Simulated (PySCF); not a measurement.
**MCl cations for M along group 14**

PBE0 with triple-zeta basis sets in PySCF, for the lowest determinant that a PBE0 search found; no spin–orbit coupling. De refers to high-spin ground-configuration atoms (the charge goes to the atom of lower measured ionisation energy or higher electron affinity, which is not always the lowest computed limit). A positive dipole points towards Cl; it is taken about the centre of mass and depends on that origin.

| M | basis | charged atom | state (unpaired electrons) | Re (Å) | ωe (cm⁻¹) | De (eV) | μ (D) |
| --- | --- | --- | --- | --- | --- | --- | --- |
| C | def2-TZVPPD | C+ | singlet (closed shell) | 1.535 | 1206 | 6.85 | 0.21 |
| Si | def2-TZVPPD | Si+ | singlet (closed shell) | 1.955 | 673 | 5.24 | -3.28 |
| Ge | cc-pVTZ-PP/cc-pV(T+d)Z | Ge+ | singlet (closed shell) | 2.061 | 506 | 4.67 | -2.09 |
| Sn | cc-pVTZ-PP/cc-pV(T+d)Z | Sn+ | singlet (closed shell) | 2.266 | 430 | 4.22 | -2.59 |

The shortest bond is that of CCl⁺ (1.535 Å), the longest that of SnCl⁺ (2.266 Å). CCl⁺ is bound most strongly (6.85 eV) and SnCl⁺ least (4.22 eV).

The rows differ in basis set, which adds steps of its own.

Down a group the atoms grow and get heavier, so bonds lengthen and wavenumbers fall; this series shows no clear exception.

Spin–orbit coupling is left out, which matters for elements this heavy, above all for dissociation energies. For an ion De counts to the pair picked by the measured ionisation energies or electron affinities, which need not be the lowest pair at this level.
